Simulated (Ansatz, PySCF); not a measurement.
Gas-phase reaction (SMILES): CCB(Br)CC [bromo(diethyl)borane] + 2 B (BH3) + 2 C (CH4) → BBr (BH2Br) + 2 BC (CH5B) + 2 CC (C2H6) [ethane]; bond separation energy.

Geometries: B3LYP-D3(BJ)/def2-TZVP minima from Ansatz (a first-principles code), one conformer each, not searched for the lowest. Correlated levels leave the core frozen unless marked. No spin-orbit coupling. The frozen core is the preceding noble-gas configuration, with the filled d and f shells of earlier blocks. Non-relativistic. CBS(X,Y): correlation extrapolated as X^-3; Hartree-Fock from the larger set. [CCSD(T)-MP2]/basis is that difference in the basis named. Thermal terms are rigid-rotor harmonic-oscillator values from B3LYP-D3(BJ) frequencies (Ansatz or PySCF) at 298.15 K and 1 atm. 1 Eh = 627.5095 kcal/mol.

```
species      E, RI-MP2/CBS(cc-pVTZ,cc-pVQZ)+[CCSD(T)-MP2]/cc-pVTZ (Ansatz) (Eh)  E, r2SCAN-D4/def2-TZVPD (Ansatz + dftd4) (Eh)  H - E (Eh)
-----------  ------------------------------------------------------------------  ---------------------------------------------  ----------
CCB(Br)CC                                                           -2755.76241                                    -2757.43576     0.14496
B (BH3)                                                               -26.55181                                      -26.58581     0.03008
BBr (BH2Br)                                                         -2598.68671                                    -2600.18733     0.02466
BC (CH5B)                                                             -65.83165                                      -65.91106     0.06039
C (CH4)                                                               -40.46125                                      -40.49957     0.04840
CC (C2H6)                                                             -79.71807                                      -79.79874     0.07887
```

Q: Work out ΔE and ΔH at 298.15 K at the first level, then ΔH at the second.

A: 
1. ΔE = [(-2598.68671) + 2×(-65.83165) + 2×(-79.71807)] - [(-2755.76241) + 2×(-26.55181) + 2×(-40.46125)] = 0.00238 Eh = 1.5 kcal/mol at RI-MP2/CBS(cc-pVTZ,cc-pVQZ)+[CCSD(T)-MP2]/cc-pVTZ.
2. The terms H - E add up to 0.00126 Eh, so ΔH = (0.00238 + (0.00126))×627.5095 = 2.3 kcal/mol.
3. At r2SCAN-D4/def2-TZVPD the same steps give ΔE = -0.3 and ΔH = 0.5 kcal/mol, a shift of -1.8 from the first level.
4. These values are not checked against measurement here, since the tables used lack a sound gas-phase enthalpy of formation for at least one species.
